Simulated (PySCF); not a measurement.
# Assigning NMR signals

Geometry:
| atom | x (Å) | y (Å) | z (Å) |
| --- | --- | --- | --- |
| O1 | 1.431 | -0.860 | 1.503 |
| C2 | 1.040 | -0.461 | 0.444 |
| O3 | 1.817 | 0.169 | -0.445 |
| C4 | -0.373 | -0.633 | -0.058 |
| C5 | -1.130 | 0.666 | -0.225 |
| F6 | -2.412 | 0.408 | -0.516 |
| F7 | -1.111 | 1.393 | 0.897 |
| F8 | -0.644 | 1.427 | -1.206 |
| H9 | 2.696 | 0.245 | -0.046 |
| H10 | -0.364 | -1.135 | -1.027 |
| H11 | -0.912 | -1.242 | 0.664 |

Single conformer, equivalent nuclei averaged, relativity neglected, in vacuum. Geometry: PBE0-D3(BJ)/def2-TZVP; NMR shieldings at B97-2/pcSseg-2/GIAO; PySCF 2.14.

References, each an isolated molecule treated in the same way: 13C (185.38 ppm), 1H (31.64 ppm) vs TMS.

Task: Assign these signals to the numbered atoms. 13C{1H} NMR (computed): δ 171.7 (C), 134.9 (C), 43.4 (CH2).

Result: 
| δ (ppm) | atoms | environment | reason |
| --- | --- | --- | --- |
| 171.7 | C2 | carboxylic acid carbon | lone-pair donation from the attached heteroatom keeps it upfield of a ketone carbonyl |
| 134.9 | C5 | CF3 carbon | 3 electronegative neighbours deshield it |
| 43.4 | C4 | sp3 CH2 α to a carbonyl | the adjacent C=O deshields it moderately |

Task: Assign these signals to the numbered atoms. 1H NMR (600 MHz, computed): δ 6.28 (br s, 1H), 3.01 (m, 2H).

Result: 
| δ (ppm) | atoms | environment | reason |
| --- | --- | --- | --- |
| 6.28 | H9 | hydrogen on an acid hydroxyl oxygen | exchangeable, gas-phase position |
| 3.01 | H10/H11 | hydrogen on an sp3 CH2 α to a carbonyl | α to C=O |

The OH or NH signal is concentration- and solvent-dependent in practice; the value given is the gas-phase one. Splittings by 19F in the carbon and heteronuclear signals aren't shown, as no couplings were computed. Shifts are as computed. Against solution values, carbons near 30 ppm lie about +3 ppm off and those near 130 ppm about +7 ppm. Of 1211 compounds with measured shifts, 218 miss one by over three times the rms of a fit or turn the order of signals round; such compounds aren't used in these exercises. Hydrogen bonding in solution deshields acid and N–H amide carbonyl carbons by as much as 10 ppm beyond these values.
